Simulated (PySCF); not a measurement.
Radial density of Li+ (lithium, charge +1)

UHF, 1s2, closed-shell 1S. Computed with PySCF 2.14 in 6-31G*, with the non-relativistic Hamiltonian (point nucleus).

```json
{"r (bohr)": "0.0106", "4πr²ρ (e/bohr)": "0.01779"}
{"r (bohr)": "0.0179", "4πr²ρ (e/bohr)": "0.04900"}
{"r (bohr)": "0.0301", "4πr²ρ (e/bohr)": "0.1299"}
{"r (bohr)": "0.0506", "4πr²ρ (e/bohr)": "0.3235"}
{"r (bohr)": "0.0850", "4πr²ρ (e/bohr)": "0.7490"}
{"r (bohr)": "0.143", "4πr²ρ (e/bohr)": "1.508"}
{"r (bohr)": "0.241", "4πr²ρ (e/bohr)": "2.448"}
{"r (bohr)": "0.405", "4πr²ρ (e/bohr)": "2.780"}
{"r (bohr)": "0.681", "4πr²ρ (e/bohr)": "1.803"}
{"r (bohr)": "1.14", "4πr²ρ (e/bohr)": "0.4763"}
{"r (bohr)": "1.93", "4πr²ρ (e/bohr)": "0.02918"}
{"r (bohr)": "3.24", "4πr²ρ (e/bohr)": "0.0001149"}
```
